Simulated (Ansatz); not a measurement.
Species: sum formula MnOH, charge 0, multiplicity 7. The spin state was set by rule; other spins were not relaxed. SMILES: [OH][Mn]
Structure (B3LYP-D3(BJ)/def2-TZVP (Ansatz, a first-principles code) minimum search):
```
O
H 1 0.9572
Mn 1 1.8453 2 145.65
```
Charge 0, spin multiplicity 7.

Quantity: atomisation energy (electronic, to ground-state atoms), in eV. Cores are frozen in the correlated levels unless marked. Open shells are spin-unrestricted. No spin-orbit coupling. Frozen are the shells of the preceding noble gas and the d and f shells that filled before the atom's block. Non-relativistic. The coupled-cluster limit lacks core correlation, which all-electron functionals hold. CBS marks a two-point X^-3 extrapolation of the correlation energy; Hartree-Fock from the larger set. The bracket is a focal-point correction in the basis named.

```tsv
level	program	atomisation energy (eV)
HF/6-31G	Ansatz	4.60
HF/def2-QZVPPD	Ansatz	5.36
revPBE-D3(BJ)/def2-TZVPD	Ansatz + dftd3	8.35
revPBE-D4/def2-TZVPD	Ansatz + dftd4	8.40
revPBE/def2-TZVPD	Ansatz	8.28
r2SCAN-D4/def2-TZVPD	Ansatz + dftd4	8.59
PBE0-D3(BJ)/def2-TZVP	Ansatz + dftd3	8.00
HSE06-D3(BJ)/def2-TZVPD	Ansatz + dftd3	8.11
wB97X-V/def2-TZVPD	Ansatz	8.06
B2PLYP-D3(BJ)/def2-TZVPD	Ansatz + dftd3	7.90
MP2/CBS(def2-TZVPPD,def2-QZVPPD)	Ansatz	8.52
SCS-MP2/def2-TZVPPD	Ansatz	7.99
CCSD/def2-TZVPP	Ansatz	7.58
RI-MP2/CBS(def2-TZVPP,def2-QZVPP)+[CCSD(T)-MP2]/def2-QZVPP	Ansatz	8.08
CCSD(T)/CBS(def2-TZVPPD,def2-QZVPPD)	Ansatz	8.06
```
